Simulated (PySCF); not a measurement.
Compound: CH3NSeSi.
Bonds: N1–C2 (triple), C2–Si3, Si3–Se4. Hydrogens: H5, H6 on Si3; H7 on Se4.

Computed by this run: PBE0-D3(BJ)/def2-SVP geometry optimisation, gas phase in PySCF; density fitting, grid level 1; the optimiser is geomeTRIC in internal coordinates, started from a GFN2-xTB structure with every atom displaced at random (about 0.01 Å).

Step 0: E = -75776.7435 eV
```
atom  x, y, z in Å  |  force x, y, z in eV/Å
N1      2.0889   -1.5161    0.1945   -1.440   1.562  -0.127
C2      1.3003   -0.6444    0.1190    1.284  -1.239   0.112
Si3     0.0212    0.7268   -0.0071    0.468  -0.940   0.307
Se4    -1.8766   -0.1855   -0.7532   -0.673   0.372  -0.865
H5      0.4740    1.6601   -1.0342    0.119   0.427  -0.239
H6     -0.1185    1.2860    1.3424    0.101   0.274   0.297
H7     -1.8554   -1.3560    0.0886    0.141  -0.456   0.516
```

Step 1: E = -75776.8031 eV
```
atom  x, y, z in Å  |  force x, y, z in eV/Å
N1      2.2233   -1.3991    0.2175   -0.370   0.124  -0.034
C2      1.3184   -0.6754    0.1191    0.224  -0.020  -0.024
Si3     0.0047    0.6465   -0.0106    0.206  -0.195   0.042
Se4    -1.9665   -0.1424   -0.7969   -0.017  -0.142  -0.050
H5      0.4947    1.6111   -1.0220   -0.012   0.128  -0.020
H6     -0.0775    1.2432    1.3455   -0.022   0.040   0.049
H7     -1.9633   -1.3130    0.0974   -0.009   0.065   0.038
```

Step 2: E = -75776.8176 eV
```
atom  x, y, z in Å  |  force x, y, z in eV/Å
N1      2.1942   -1.4196    0.2093   -0.052  -0.116  -0.005
C2      1.3131   -0.6720    0.1121    0.052   0.143  -0.032
Si3     0.0136    0.6515   -0.0147    0.035  -0.023   0.020
Se4    -1.9416   -0.1715   -0.8155    0.007  -0.065  -0.057
H5      0.4949    1.6406   -1.0140   -0.027   0.030   0.028
H6     -0.0926    1.2432    1.3456   -0.004   0.002  -0.002
H7     -1.9476   -1.3012    0.1273   -0.012   0.029   0.048
```

Q: Estimate the geometry and energy of step 3. (The exact step hangs on the optimiser's Hessian estimate; all steps are aligned on step 2, rigid shifts and turns removed.)

A: E = -75776.8318 eV, largest force 0.188 eV/Å
```
atom  x, y, z in Å  |  force x, y, z in eV/Å
N1      2.1494   -1.4630    0.1893    0.075  -0.169   0.000
C2      1.3179   -0.6614    0.0981    0.064   0.152   0.008
Si3     0.0272    0.6609   -0.0208   -0.167   0.084  -0.021
Se4    -1.8858   -0.2331   -0.8600    0.037   0.021  -0.014
H5      0.4867    1.6903   -0.9920   -0.003  -0.048   0.024
H6     -0.1276    1.2380    1.3431    0.016  -0.041  -0.018
H7     -1.9339   -1.2607    0.1923   -0.021   0.002   0.021
```

The energy changes by -0.0141 eV. The first-order estimate −F·Δx gives -0.0233 eV and the mean of the old and new forces, exact on a quadratic surface, -0.0141 eV. The step makes an angle of 51° with the force vector and moves no atom by more than 0.094 Å.

What follows is the cost of the whole optimisation. On one thread, Arm Neoverse N1 (aarch64), shared host with 64 logical CPUs at a one-minute load of 59, this took 49 s wall and 0.39 GiB of memory at its peak.
